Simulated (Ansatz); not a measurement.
Program: Ansatz. Geometries: PBE0-D4/def2-TZVP. ΔE: electronic, gas phase. CBS: MP2 limit from def2 TZ/QZ plus the TZ coupled-cluster correction, frozen cores. This one scheme is used for every species. DFT in def2-TZVPP. Each species was taken in one conformer, which may not be the lowest.

Consider the formal exchange of groups at the Si–F bond: `O[SiH](O)O[SiH](O)F` + CH₄ → `C[SiH](O)O[SiH](O)O` + H–F.

| level | ΔE (kcal/mol) |
| --- | --- |
| ωB97X-V | 38.0 |
| B2PLYP | 39.7 |
| PBE | 36.4 |
| SCS-MP2/def2-QZVPP | 38.8 |

What does CCSD(T)/CBS give? (An estimate is asked.)

Ansatz gave: +37.3 kcal/mol. The listed levels differ from it by 0.7, 2.4, -0.9, 1.5 kcal/mol.

Largest T1 diagnostic among the species: 0.012.

In def2-TZVPP, CCSD(T) changes the Hartree–Fock value by −6.3 kcal/mol (the triples alone add −0.8 kcal/mol) and MP2 by −6.4 kcal/mol. The D4 term adds −1.8 kcal/mol with B3LYP and −1.0 kcal/mol with PBE0; it sums over pairs of atoms, weighted by their polarisabilities, and B3LYP, whose exchange is more repulsive, gets the larger term.

B3LYP here is the variant with VWN-RPA as its local correlation; programs differ in this.
